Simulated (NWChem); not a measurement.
Species: C$_{3}$H$_{7}$Br; SMILES CC(Br)C

Program: NWChem. Pople sets run with spherical d functions. Medium grid unless said otherwise, to which SCAN and Minnesota functionals are sensitive. Coordinates come from a PBE0/def2-SVP optimisation. Computed dipoles belong to the equilibrium geometry; the measured one is vibrationally averaged.

Measured dipole moment: 2.21 D (NIST CCCBDB, as tabulated in the package chemicals).

```tsv
level	dipole moment (D)	computed − measured
B3LYP/6-31G*	2.36	+0.15
PBE/6-31G*	2.33	+0.12
MN15-L/6-31G*	2.39	+0.18
M06/6-31G*	2.26	+0.05
B97-D/6-31G*	2.35	+0.14
LDA (Slater exchange, VWN5)/6-31G*	___	___
LRC-wPBEh/6-31G*	2.39	+0.18
RPBE/6-31G*	2.31	+0.10
BP86/6-31G*	___	___
LDA (Slater exchange, PW92)/6-31G*	2.38	+0.17
B97-2/6-31G*	2.38	+0.17
```

Task: Some entries are withheld; supply them.

Result: 
- LDA (Slater exchange, VWN5)/6-31G*, dipole moment (D): 2.38
- LDA (Slater exchange, VWN5)/6-31G*, computed − measured: +0.17
- BP86/6-31G*, dipole moment (D): 2.34
- BP86/6-31G*, computed − measured: +0.13
